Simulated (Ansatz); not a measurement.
`C[O][GeH]([CH3])[SiH3]` + HCl → `[CH3][GeH]([SiH3])[Cl]` + CH₃OH  (ligand exchange at a Ge–O bond)

Program: Ansatz. Geometries: PBE0-D4/def2-TZVP. ΔE: electronic, gas phase. CCSD(T)/CBS adds triple-zeta CCSD(T) − MP2 to the extrapolated MP2 energy (def2 sets, frozen cores). This one scheme is used for every species. DFT in def2-TZVPP. B3LYP here is the variant with VWN-RPA as its local correlation; programs differ in this. For Ge outer-core shells are correlated without core-valence functions, which leaves a few kJ/mol of doubt a bond. Scalar relativity is left out up to krypton. One conformer a species, not always the lowest.

(1) Is it downhill or uphill in electronic energy at CCSD(T)/CBS, and by how much? (An estimate is asked.)

(2) What do these levels give: revPBE-D4, ωB97M-V, revPBE, r2SCAN, B3LYP, BHLYP, CAM-B3LYP, HF/def2-SVP, CCSD/def2-SVP, CCSD(T)/def2-SVP, CCSD(T)/def2-TZVPP, MP2/CBS(def2)? (Best estimate.)

(3) What do rigid-rotor, harmonic-oscillator terms from PBE0-D4/def2-TZVP frequencies (298.15 K, 1 bar) make of the CCSD(T)/CBS value? (An estimate is asked.)

Largest T1 diagnostic among the species: 0.012.

## Answers

(1) The calculation gave: Downhill: ΔE = -0.54 eV.

(2) The calculation gave: revPBE-D4 -0.55, ωB97M-V -0.57, revPBE -0.63, r2SCAN -0.57, B3LYP -0.59, BHLYP -0.62, CAM-B3LYP -0.55, HF/def2-SVP -0.65, CCSD/def2-SVP -0.46, CCSD(T)/def2-SVP -0.43, CCSD(T)/def2-TZVPP -0.50, MP2/CBS(def2) -0.57 eV.

(3) The calculation gave: ΔZPE = +0.12 eV, ΔH = -0.45 eV, ΔS = 12 J/(mol·K), ΔG = -0.48 eV.

The D4 term adds +0.04 eV with B3LYP and +0.02 eV with PBE0; it sums over pairs of atoms, weighted by their polarisabilities, and B3LYP, whose exchange is more repulsive, gets the larger term. Leaving LDA and LC-ωPBE aside and taking each functional with its dispersion term where it has one, the values, not all of them listed here, spread over 0.10 eV, from HSE06-D4 to BLYP-D4. LDA lies +0.08 eV from PBE without D4.
